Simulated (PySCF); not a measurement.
# A parent and its derivatives

Computed with TDDFT CAM-B3LYP/def2-SVPD, vertical, gas phase, core orbitals frozen in the response in PySCF. Geometries: GFN2-xTB; one conformer of each isolated species. Triplets are in the Tamm–Dancoff approximation.

Parent: `F[SiH2]S[SiH2]F`, with lowest singlet excitation energy 6.24 eV, mean static polarisability 70.3 au, S1–T1 gap 0.38 eV, HOMO energy -9.40 eV, LUMO energy 0.16 eV. Its spectrum: 199 nm (f 0.034); 178 nm (f 0.004); 178 nm (f 0.027); 171 nm (f 0.008); 160 nm (f 0.023).

Q: Give the shifts from the parent for: H on Si replaced by C2H5 (`CC[Si@H](F)S[SiH2]F`); H on Si replaced by CHF2 (`F[SiH2]S[Si@H](F)C(F)F`); H on Si replaced by CH3 (`C[Si@@H](F)S[SiH2]F`); H on Si replaced by propynyl (`CC#C[Si@@H](F)S[SiH2]F`); H on Si replaced by allyl (`C=CC[Si@H](F)S[SiH2]F`); H on Si replaced by cPr (`F[SiH2]S[Si@H](F)C1CC1`); H on Si replaced by ethynyl (`C#C[Si@H](F)S[SiH2]F`); H on Si replaced by SSiH3 (`F[SiH2]S[Si@H](F)S[SiH3]`).

A: 

```csv
change,SMILES,Δ S1 (eV),Δ α (au),Δ S1−T1 (eV),Δ HOMO (eV),Δ LUMO (eV)
H on Si replaced by C2H5,CC[Si@H](F)S[SiH2]F,+0.05,+24.6,-0.01,+0.25,+0.31
H on Si replaced by CHF2,F[SiH2]S[Si@H](F)C(F)F,-0.30,+12.1,-0.12,-0.03,-0.21
H on Si replaced by CH3,C[Si@@H](F)S[SiH2]F,+0.04,+12.4,0.00,+0.21,+0.27
H on Si replaced by propynyl,CC#C[Si@@H](F)S[SiH2]F,-0.60,+33.9,+0.36,+0.45,-0.08
H on Si replaced by allyl,C=CC[Si@H](F)S[SiH2]F,-0.06,+36.5,+1.44,+0.55,+0.15
H on Si replaced by cPr,F[SiH2]S[Si@H](F)C1CC1,+0.03,+32.6,-0.01,+0.24,+0.25
H on Si replaced by ethynyl,C#C[Si@H](F)S[SiH2]F,-0.45,+19.2,+0.52,+0.10,-0.25
H on Si replaced by SSiH3,F[SiH2]S[Si@H](F)S[SiH3],-0.47,+44.6,-0.20,+0.30,-0.18
```

S1 falls most with H on Si replaced by propynyl (-0.60 eV), and it rises most with H on Si replaced by C2H5 (+0.05 eV). S1 is simply the lowest singlet of each species and needn't be the same kind of state throughout. Over these 8 changes the shifts of S1 and of the HOMO–LUMO gap correlate with r = 0.84.

Lowest levels of each derivative:
- `CC[Si@H](F)S[SiH2]F`: 6.29 eV (f 0.026); 6.86 eV (f 0.004); 7.08 eV (f 0.036)
- `F[SiH2]S[Si@H](F)C(F)F`: 5.94 eV (f 0.005); 6.41 eV (f 0.011); 6.99 eV (f 0.042)
- `C[Si@@H](F)S[SiH2]F`: 6.28 eV (f 0.027); 6.85 eV (f 0.004); 7.09 eV (f 0.036)
- `CC#C[Si@@H](F)S[SiH2]F`: 5.64 eV (f 0.006); 5.92 eV (f 0.004); 6.02 eV (f 0.004)
- `C=CC[Si@H](F)S[SiH2]F`: 6.17 eV (f 0.058); 6.69 eV (f 0.067); 6.84 eV (f 0.005)
- `F[SiH2]S[Si@H](F)C1CC1`: 6.26 eV (f 0.034); 6.88 eV (f 0.003); 7.10 eV (f 0.036)
- `C#C[Si@H](F)S[SiH2]F`: 5.79 eV (f 0.008); 6.04 eV (f 0.013); 6.13 eV (f 0.010)
- `F[SiH2]S[Si@H](F)S[SiH3]`: 5.77 eV (f 0.003); 6.03 eV (f 0.017); 6.34 eV (f 0.007)
